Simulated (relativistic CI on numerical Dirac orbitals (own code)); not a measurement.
**Tc5+: M2,3 absorption edge**

Computed with this model: Dirac-Coulomb-Breit CI, KLI orbitals optimised for each configuration, QED by a radiative potential, valence Slater integrals scaled by 0.9, multiplet model of core-to-valence dipole absorption; configurations [Kr] 4d2 → [Ne] 3s2 3p5 3d10 4s2 4p6 4d3; 80 K; Lorentzian 2 eV and Gaussian 0.4 eV FWHM. Energies are those of the free ion, without screening or charge transfer. The branching ratio is the share of the lower-energy edge in the whole absorption, uncertain by about 0.02 where the edges overlap. S is read from ⟨S²⟩ = S(S + 1).

Field parameters in Wybourne normalisation: D3d B²₀ = −7Dσ, B⁴₀ = −14Dq − 21Dτ, B⁴₃ = −14√(10/7) Dq; D4h B²₀ = −7Ds, B⁴₀ = 21(Dq − Dt), B⁴₄ = 21√(5/14) Dq; Td as Oh with Dq negative (B⁴₀ = 21Dq, B⁴₄ = √(5/14) B⁴₀). The field is a parameter set, without covalency.

Peaks in eV (height, largest 100): 436.5 (93), 439.8 (100), 454.8 (19), 459.2 (34).

(1) Which surroundings give this spectrum?
A. D4h, 10Dq = 34050, Ds = -1180, Dt = -500 cm⁻¹
B. Td, 10Dq = -13700 cm⁻¹
C. free ion
D. D3d, 10Dq = 18950, Dσ = 80, Dτ = 350 cm⁻¹

Results:

(1) A. D4h, 10Dq = 34050, Ds = -1180, Dt = -500 cm⁻¹, where the ground state has S = 1.00.
